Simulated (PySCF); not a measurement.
Computed properties of AlF₂Br, SMILES [F][Al]([F])[Br]

AlF₂Br, SMILES [Al]([F])([Br])[F]. Coordinates come from a B3LYP-D3(BJ)/def2-SVP optimisation. Other conformers were not sampled. All values are computed for the isolated molecule unless a solvent is named; none is compared with measurement here.

**Structure.** The optimised structure has C2v symmetry. All 6 harmonic modes at B3LYP-D3(BJ)/def2-SVP (PySCF) are real, so it is a minimum. With heavy atoms numbered as in [Al:1]([F:2])([F:3])[Br:4], the shortest bond between them is Al1–F2 at 1.650 Å and the longest Al1–Br4 at 2.224 Å.

**Vibrations.** The strongest infrared lines (harmonic, unscaled, degenerate partners summed) lie at 829 cm⁻¹ (154 km/mol, F 61 %, Al 39 %), 971 cm⁻¹ (114 km/mol, Al 52 %, F 48 %), 253 cm⁻¹ (81 km/mol, Al 71 %, F 27 %). The softest mode is at 167 cm⁻¹ and the zero-point energy is 4.1 kcal/mol.

**Electronic structure.** ωB97X/def2-TZVPD (PySCF) places the frontier levels at -11.66 and 0.15 eV, a gap of 11.81 eV, and gives a dipole moment of 0.76 D and a mean polarisability of 42.2 bohr³.

**Excitations.** TDA-ωB97X/def2-SVPD (PySCF) has S1 at 6.76 eV (183 nm, f = 0.028, weak); the most intense of the 10 singlets computed lies at 8.87 eV (f = 0.33). T1 (TDA) is at 6.42 eV, 0.34 eV under S1. No vertical singlet excitation falls in the visible range (under 3.1 eV).

**NMR.** GIAO shifts at PBE0/pcSseg-2 (PySCF) (non-relativistic, atoms alike by connectivity averaged): ¹⁹F at -183.2 ppm against CFCl3. Without spin–orbit terms, shifts of atoms bonded to Cl or Br come out too high.
